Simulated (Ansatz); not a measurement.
`[AlH2][SiH2][SiH3]` + `F[SiH2]N[SiH3]` → `F[SiH2][NH][AlH2]` + trisilane at 400 K and 1 bar (redistribution).

Gas-phase electronic energies from Ansatz, PBE0-D4/def2-TZVP geometries. CBS: MP2 limit from def2 TZ/QZ plus the TZ coupled-cluster correction, frozen cores. This one scheme is used for every species. Each species was taken in one conformer, which may not be the lowest.

```tsv
species	CCSD(T)/CBS energy (Eh)	H − E (kJ/mol)	S (J/(mol·K))
`[AlH2][SiH2][SiH3]`	-824.34741	178.8	397.3
`F[SiH2]N[SiH3]`	-736.37696	194.2	372.8
`F[SiH2][NH][AlH2]`	-688.71689	163.0	366.6
`[SiH3][SiH2][SiH3]`	-872.02658	209.1	385.6
```

H − E and S are ideal-gas, rigid-rotor, harmonic terms from PBE0-D4/def2-TZVP, for one conformer and one mirror image of each species. 1 Eh = 2625.50 kJ/mol, R = 8.31446 J/(mol·K).

Task: By hand: ΔE, ΔH, ΔS and ΔG.

Result: ΔE = (-688.71689) + (-872.02658) − (-824.34741) − (-736.37696) = -0.01910 Eh = -50.1 kJ/mol. Δ(H − E) = 163.0 + 209.1 − 178.8 − 194.2 = -0.9, so ΔH = -51.0 kJ/mol. ΔS = 366.6 + 385.6 − 397.3 − 372.8 = -17.9 J/(mol·K). ΔG = -51.0 − 400 × (-17.9)/1000 = -43.8 kJ/mol.

Task: By hand: the equilibrium constant, and the temperature at which ΔG would vanish if ΔH and ΔS stayed fixed.

Result: log₁₀ K = −ΔG/(RT ln 10) = 5.7. ΔG = 0 at ΔH/ΔS = 2849 K, far beyond where these terms or the molecules hold.

ΔH outweighs TΔS. A doubt of 5 kJ/mol in ΔE shifts log₁₀ K by 0.7 here. Other conformers and mirror images would add mixing entropy, several J/(mol·K) or more a flexible species. Modes under 60 cm⁻¹, often nearly free rotors, make the harmonic entropy too high. These are equilibria of isolated gas molecules and say nothing of rates. Largest T1 diagnostic: 0.013 (customary marks: 0.02 for closed shells, 0.045 for open ones).
